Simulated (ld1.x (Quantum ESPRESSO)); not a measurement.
## Configuration tests for La (TM)

ld1.x (Quantum ESPRESSO) 7.5 input, shortened:

```
&input
   title='La', zed=57., rel=0, dft='PBE', iswitch=3,
   config='[Xe] 4f0 5d1.5 6s1.5 6p0'
 /
 &inputp
   pseudotype=2, tm=.true., lloc=1,
   nlcc=.true., new_core_ps=.true.
 /
4
5S  1  0   2.00   0.00  2.20  2.20  0.0
5D  3  2   1.50   0.00  2.35  2.35  0.0
4F  4  3   0.00   0.00  1.50  1.50  0.0
5P  2  1   6.00   0.00  2.80  2.80  0.0
 &test
   configts(1)='4f0 5s2 5p6 5d1.5 6s1.5 6p0'
 /
```

Occupied shells without a wave of their own: 6s. They enter only through the test configuration that unscreens the potential, and ld1.x also counts them in the model core charge.

Energies are relative to the spin-unpolarised reference configuration 4f0 5s2 5p6 5d1.5 6s1.5 6p0; without spin polarisation the order of configurations can differ from experiment. Not all tests gave a result: 2 of 7 tests not solved or not reliable. Left out of the table: 4f0 5s2 5p6 5d1 6s0 6p2 (solver errors, printed error -11.5 eV); 4f0 5s2 5p6 5d1 6s1 6p1 (solver errors, printed error -1.9 eV).

ld1.x takes every shell without a wave as core, so the model core holds the 6s electrons as well and exchange and correlation see them twice. This cancels in the reference configuration, but the file is broken for other ones, and its errors say nothing about a proper core correction.

```tsv
valence configuration	charge	ΔE all-electron (eV)	error AE − PS (meV)
4f0 5s2 5p6 5d1 6s2 6p0	0	0.047	+54
4f0 5s2 5p6 5d1 6s1 6p0	+1	5.724	-152
4f0 5s2 5p6 5d1 6s0 6p0	+2	16.134	-676
4f0 5s2 5p6 5d2 6s0 6p0	+1	4.932	-395
4f0 5s2 5p6 5d1 6s1.5 6p0	+0.5	2.324	-11
```

Levels in the configuration 4f0 5s2 5p6 5d2 6s0 6p0:

```csv
level,all-electron (eV),pseudo (eV)
5s,-39.264,-39.561
5p,-25.802,-26.078
5d,-7.442,-7.715
```

These tests converged, but a pseudo level misses the all-electron one widely, so the file describes the atom poorly there or has found another state: 4f0 5s2 5p6 5d1 6s0 6p0: empty 6p by 6.8 eV.
